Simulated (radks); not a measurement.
The rubidium ion Rb+, [Kr]. Calculated with a radial shooting solver on a logarithmic mesh with Libxc functionals: non-relativistic Kohn-Sham, exchange-only B88, spin-polarised, spherical densities, point nucleus. Every spin shell is full or empty, so the densities are truly spherical. Functionals are evaluated on that one density, not self-consistently. Rank these exchange functionals by their error against the exact value of the orbitals, and give that value: LDA, PBE, PBEsol, OPTX, WC, B86b, EV93, APBE, revTPSS, Tao-Mo.

Answer. Exact: -97.6898 hartree. From best to worst, with 100 (|E| - |E exact|)/|E exact| (equal figures are ties): B86b +0.05, EV93 -0.06, APBE +0.41, PBE -0.42, Tao-Mo -0.68, revTPSS -0.82, OPTX +0.90, WC -0.96, PBEsol -2.51, LDA -5.48.
